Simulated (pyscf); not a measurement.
`[BH2][O][CH3]`, singlet

Gas-phase minimum from PySCF at ωB97X-D3(BJ)/def2-SVP, one conformer. H₂B–O–CH₃ lies 23.5 kcal/mol over its isomer H₃C–BH–OH, and others may lie lower still (electronic energy, ωB97M-D3(BJ)). 

```xyz
8

B      0.6335    -0.8262    -0.3615
O      0.7941    -0.1104     0.7647
C     -0.2195     0.0259     1.7420
H     -0.4192    -1.3955    -0.5797
H      1.5715    -0.8688    -1.1233
H      0.1531    -0.3594     2.7038
H     -0.4620     1.0931     1.8635
H     -1.1314    -0.5250     1.4570
```

Bonded distances (Å): B1–O2 1.344, B1–H4 1.216, B1–H5 1.209, O2–C3 1.415, C3–H6 1.101, C3–H7 1.101, C3–H8 1.103. Angles (°): O2–B1–H4 120.2, O2–B1–H5 117.0, H4–B1–H5 122.8, B1–O2–C3 123.0, O2–C3–H6 109.1, O2–C3–H7 109.1, O2–C3–H8 111.5, H6–C3–H7 108.5, H6–C3–H8 109.3, H7–C3–H8 109.3.

Properties at ωB97X-D3(BJ)/def2-SVP:

```yaml
harmonic_wavenumbers_unscaled: 134, 396, 432, 966, 1039, 1056, 1190, 1196, 1243, 1420, 1480, 1484, 1508, 2551, 2664, 3057, 3159, 3168 cm⁻¹
zero_point_energy: 40.2 kcal/mol
rotational_symmetry_number: 1
Entropy of this conformer at 298 K and 1 atm, rigid rotor and harmonic oscillator, modes under 100 cm⁻¹ raised to 100: 268.4 J/(mol K)
dipole_moment: 1.82 D
```

Single-point totals, which compare only within one level (frozen core for MP2 and CC):

```tsv
level	total energy (hartree)
ωB97X-D3(BJ)/def2-TZVP	-141.31922
PBE/def2-TZVP	-141.07214
r²SCAN/def2-TZVP	-141.17416
B3LYP-D3(BJ)/def2-TZVP	-141.27917
PBE0-D3(BJ)/def2-TZVP	-141.09061
M06-2X/def2-TZVP	-141.19760
ωB97M-D3(BJ)/def2-TZVP	-141.29332
HF/def2-TZVPP	-140.40545
MP2/def2-TZVPP	-140.92426
CCSD/def2-TZVPP	-140.95373
CCSD(T)/def2-TZVPP	-140.97309
```

Soft torsions are taken as harmonic, which can shift the entropy by several J/(mol K). The CCSD(T) − MP2 part came from Ansatz, without density fitting, on the same reference.
